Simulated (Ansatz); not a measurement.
Species: C2HCl4 (charge 0, doublet). It need not be the lowest isomer of its formula. SMILES: Cl[C](Cl)C(Cl)Cl
Coordinates optimised at B3LYP-D3(BJ)/def2-TZVP (Ansatz, a first-principles code):
```
C
H 1 1.0832
C 1 1.4726 2 110.16
Cl 3 1.6981 1 120.90 2 -172.91
Cl 3 1.7082 1 117.30 2 28.71
Cl 1 1.7839 2 107.50 3 -122.28
Cl 1 1.8253 2 105.31 3 120.45
```
Charge 0, spin multiplicity 2.

Parts of the frozen-core correlation energy in 6-31G* (Ansatz, hartree). Frozen orbitals: 22; correlated occupied orbitals by spin: 19 and 18; virtual: 67 and 68. Open shells are spin-unrestricted. No spin-orbit coupling. Non-relativistic.

```csv
term,value
reference (HF),-1914.18034
MP2 opposite-spin,-0.55659
MP2 same-spin,-0.20739
CCSD correlation,-0.82253
(T),-0.02652
T1 diagnostic,0.014
largest doubles amplitude,0.019
<S^2> of the reference,0.770
```
